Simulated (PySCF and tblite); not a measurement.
The numbers below are computed, except where a source is named.
Stationary points of C$_{5}$H$_{10}$BPS at GFN2-xTB, in Å:

Structure A

```
 1 C    -3.223    0.932    1.186
 2 C    -2.701    0.609    0.004
 3 B    -1.289    0.010   -0.221
 4 P    -1.015   -1.047   -1.781
 5 C    -0.115    0.343    0.709
 6 C     1.162    0.070    0.403
 7 S     2.530    0.486    1.395
 8 C     3.887   -0.129    0.351
 9 H    -4.232    1.300    1.298
10 H    -2.664    0.817    2.100
11 H    -3.344    0.725   -0.866
12 H    -2.265   -1.632   -1.851
13 H    -0.420   -2.152   -1.200
14 H    -0.291    0.863    1.643
15 H     1.427   -0.426   -0.521
16 H     4.811    0.078    0.882
17 H     3.776   -1.200    0.203
18 H     3.880    0.396   -0.599
```

Structure B

```
 1 C    -3.575    0.544    0.734
 2 C    -2.567    0.901   -0.050
 3 B    -1.218    0.149   -0.252
 4 P    -1.101   -1.156   -1.637
 5 C     0.029    0.554    0.544
 6 C     1.270    0.170    0.206
 7 S     2.719    0.652    1.036
 8 C     3.968   -0.203    0.026
 9 H    -4.481    1.123    0.820
10 H    -3.532   -0.350    1.336
11 H    -2.683    1.818   -0.625
12 H    -2.367   -1.693   -1.503
13 H    -0.489   -2.166   -0.915
14 H    -0.065    1.208    1.404
15 H     1.446   -0.470   -0.648
16 H     4.936    0.033    0.455
17 H     3.796   -1.275    0.066
18 H     3.917    0.159   -0.997
```

Structure C

```
 1 C    -3.649    0.747   -0.015
 2 C    -2.534    0.790    0.713
 3 B    -1.228    0.027    0.371
 4 P    -1.259   -1.445   -0.837
 5 C     0.109    0.560    0.906
 6 C     1.304    0.184    0.426
 7 S     2.833    0.822    0.956
 8 C     3.964   -0.115   -0.117
 9 H    -4.529    1.325    0.220
10 H    -3.713    0.131   -0.901
11 H    -2.533    1.443    1.581
12 H    -2.417   -2.058   -0.399
13 H    -0.431   -2.309   -0.144
14 H     0.115    1.315    1.685
15 H     1.387   -0.551   -0.364
16 H     4.970    0.211    0.126
17 H     3.859   -1.177    0.084
18 H     3.743    0.106   -1.157
```

Geometries: GFN2-xTB; energies: PBE/pcSseg-1 + D3(BJ), IEF-PCM acetonitrile; zero-point and thermal terms from GFN2-xTB harmonic modes (soft modes blended into free rotors).

Question: Which structure is a saddle point, and along which motion?

Answer: B: one imaginary mode (90i cm⁻¹ at GFN2-xTB, mostly on C1, H10, H11), along the rotation about the B3–C2 bond (torsion P4–B3–C2–C1 from -18° to 154°, rising).

Question: Give their symmetry and energies above the lowest.

Answer: A C1, 0.0 kcal/mol; B C1, 3.8 kcal/mol; C C1, 0.0 kcal/mol.
